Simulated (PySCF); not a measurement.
From one molecule to another.

First species: C₇H₇ClO.
SMILES: `C([C@H]1C[C@@H](C1)Cl)#CC=O`

Second species: C₃HF₄OP.
Structure used (GFN2-xTB), in Å, numbered top down from 1:
```
atom  x, y, z in Å
O1     1.8472   -1.1312    1.8328
P2     1.4828   -0.7956    0.4710
C3     1.0318    0.8423   -0.1567
F4     1.2635    2.0923   -0.4651
C5    -0.0420    0.0449   -0.0507
C6    -1.5141    0.1214   -0.2279
F7    -1.9436   -0.7484   -1.1572
F8    -1.9161    1.3355   -0.6191
F9    -2.1698   -0.1691    0.9027
H10    1.9693   -1.5874   -0.5523
```

Levels: B3LYP/def2-SVPD for dipole moment, HOMO energy, LUMO energy, HOMO–LUMO gap, static isotropic polarisability and electronic spatial extent ⟨r²⟩ about the centre of nuclear charge; TDDFT B3LYP/def2-SVPD for lowest singlet excitation; TDA B3LYP/def2-SVPD for lowest triplet excitation (Tamm–Dancoff); GFN2-xTB for rotational constant A and rotational constant C. Geometries: GFN2-xTB. Each structure is a single optimised conformer of the isolated species, non-relativistic unless stated. Electronic properties by PySCF.

Dipoles, sizes and rotational constants follow the conformer. The torsions of the flexible species, by atom-mapped SMILES:
- `[O:1]=[P@@H:2]1[C:3]([F:4])=[C:5]1[C:6]([F:7])([F:8])[F:9]`: C3–C5–C6–F7 120°

Values for the first species:

| Item | Value |
| --- | --- |
| Dipole moment | 2.83 D |
| HOMO energy | -7.75 eV |
| LUMO energy | -2.26 eV |
| HOMO–LUMO gap | 5.49 eV |
| Lowest singlet excitation | 3.78 eV |
| Lowest triplet excitation (Tamm–Dancoff) | 3.21 eV |
| Static isotropic polarisability | 101.6 au |
| Electronic spatial extent ⟨r²⟩ about the centre of nuclear charge | 2272 bohr² |
| Rotational constant A | 5.076 GHz |
| Rotational constant C | 0.454 GHz |

Question: Estimate the same properties for the second species, and the change in each.

Answer: 
| property | first | second | second less first |
| --- | --- | --- | --- |
| dipole moment | 2.83 D | 2.88 D | +0.05 D |
| HOMO energy | -7.75 eV | -8.70 eV | -0.95 eV |
| LUMO energy | -2.26 eV | -2.01 eV | +0.25 eV |
| HOMO–LUMO gap | 5.49 eV | 6.69 eV | +1.20 eV |
| lowest singlet excitation | 3.78 eV | 5.48 eV | +1.70 eV |
| lowest triplet excitation (Tamm–Dancoff) | 3.21 eV | 4.77 eV | +1.56 eV |
| static isotropic polarisability | 101.6 au | 62.7 au | -38.9 au |
| electronic spatial extent ⟨r²⟩ about the centre of nuclear charge | 2272 bohr² | 1379 bohr² | -893 bohr² |
| rotational constant A | 5.076 GHz | 1.964 GHz | -3.112 GHz |
| rotational constant C | 0.454 GHz | 0.766 GHz | +0.312 GHz |

On the first: The principal polarisabilities are 73.6, 82.0 and 149.2 au; their mean is the isotropic value. The 8 singlets span 3.78 to 6.93 eV, and their oscillator strengths add up to 0.23.

On the second: The 8 singlets span 5.48 to 7.47 eV, and their oscillator strengths add up to 0.17. The vertical singlet–triplet gap S1 − T1 is 0.71 eV (TDDFT singlet less Tamm–Dancoff triplet; S1: HOMO→LUMO, weight 0.98; T1: HOMO−2→LUMO, weight 0.73).
